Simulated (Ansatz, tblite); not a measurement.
Cost and result up the ladder for Al₃P₂⁺ (the lowest singlet isomer of a short search) (5 atoms). Charge 1, multiplicity 1. Geometry: PBE-D4/def2-SVP.

```xyz
5

Al   -0.791   -2.400    0.572
Al   -1.171    2.200   -1.348
Al    1.576   -0.981    0.845
P     1.062    0.946   -0.507
P    -0.676    0.235    0.439
```

Ansatz on 4 threads of Arm Neoverse V1 on a shared host; xTB runs through tblite on one thread. Times are rough, summed over both states, and most runs start from the orbitals of an earlier one. PBE0-D4/def2-TZVP serves as the yardstick here, not as an exact answer. The other state is a quintet at its own geometry, which has other bonds, so the gap mixes isomer and spin.

The xTB rows come from tblite. Correlated methods freeze 25 core orbitals. The structure comes from a short search, and lower isomers may exist.

Run but left out: HF/STO-3G (singlet: restricted singlet, unstable in another Hartree–Fock run and untested here); HF/def2-TZVP (singlet: restricted singlet, unstable towards broken spin symmetry).

Correlated methods converge slowly with the basis.

xTB has no spin-polarisation term.

```
                         level  functions  wall time
                      GFN1-xTB         45    0.014 s
                      GFN2-xTB         45     0.02 s
             BLYP-D4/def2-TZVP        185      5.9 s
PBE-D4/def2-TZVP (with forces)        185      6.4 s
                 MP2/def2-TZVP        185      7.3 s
             PBE0-D4/def2-TZVP        185       10 s
           r2SCAN-D4/def2-TZVP        185       15 s
              B97M-V/def2-TZVP        185       22 s
```

Estimate what each level gives for the quintet − singlet (eV).


```csv
level,quintet − singlet (eV),difference from PBE0-D4/def2-TZVP (eV),remarks
GFN1-xTB,4.31,2.66,–
GFN2-xTB,1.98,0.33,–
BLYP-D4/def2-TZVP,2.12,0.47,–
PBE-D4/def2-TZVP (with forces),1.74,0.10,–
MP2/def2-TZVP,2.16,0.51,restricted SCF unstable (singlet)
PBE0-D4/def2-TZVP,1.64,0.00,–
r2SCAN-D4/def2-TZVP,1.28,-0.36,–
B97M-V/def2-TZVP,1.65,0.01,–
```
